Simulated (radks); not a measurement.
Q: Valence configurations of Lu IV (all share [Xe]). Calculated with a radial shooting solver on a logarithmic mesh with Libxc functionals: Dirac Kohn-Sham, PBEsol, spin-unpolarised, spherical densities, point nucleus; open shells fill j = l - 1/2 first. Order these by energy: 4f13.5 6p0.5; 4f13 6s1; 4f12.5 5d0.5 6s1; 4f12.5 6s1.5; 4f13.5 6s0.5; 4f12.5 6s1 6p0.5; 4f13 5d1; 4f14; 4f13.5 5d0.5.

A: From the lowest, in eV above it: 4f14 0.000; 4f13.5 5d0.5 5.723; 4f13.5 6s0.5 6.556; 4f13.5 6p0.5 9.385; 4f13 5d1 12.819; 4f13 6s1 15.182; 4f12.5 5d0.5 6s1 24.278; 4f12.5 6s1.5 26.034; 4f12.5 6s1 6p0.5 29.101. NIST lists [Xe] 4f14 as the ground configuration; this level of theory agrees among the configurations tried. The energies are those of spherical spin-averaged densities, not of single terms.
